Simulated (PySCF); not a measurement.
## From a computed spectrum to the compound

A species of 7 atoms with charge 0 has these harmonic modes (PBE0, small Gaussian bases with core potentials, PySCF 2.14.0):

| cm⁻¹ | km/mol | symmetry |
| --- | --- | --- |
| 20 | 0.0 | a2 |
| 39 | 1.0 | a1 |
| 69 | 7.8 | b2 |
| 96 | 55.1 | b1 |
| 144 | 27.2 | a1 |
| 188 | 22.7 | a1 |
| 376 | 399.2 | b2 |
| 395 | 0.9 | a1 |
| 423 | 0.0 | a2 |
| 432 | 308.9 | b1 |
| 488 | 114.1 | b2 |
| 508 | 178.6 | a1 |
| 664 | 557.8 | b2 |
| 3956 | 54.9 | a1 |
| 3956 | 0.7 | b2 |

(1) Which species is it, and in which structure?

Answers

(1) Sm2O(OH)2 (singlet in the valence; each metal's 4f electrons, 6 of them, lie in its core potential, out of spins and levels):
```xyz
7

Sm   -0.1838    0.0000    2.1603
Sm   -0.1838    0.0000   -2.1603
O    -0.4766    0.0000    0.0000
O     1.8098    0.0000    3.0751
H     2.7668    0.0000    3.1444
O     1.8098    0.0000   -3.0751
H     2.7668    0.0000   -3.1444
```
Ideal gas at 298.15 K and 1 bar: S = 454.7 J/(mol K), Cp = 120.6 J/(mol K), H − H(0 K) = 26.5 kJ/mol (rigid rotor, harmonic modes, spin degeneracy alone, that of the 4f electrons in the core included; the modes under 60 cm⁻¹ make these uncertain). An lcecp potential fixes the number of 4f electrons, so in runs with it no electron can move into or out of that shell.
 Other answers can fit too; this one was computed.
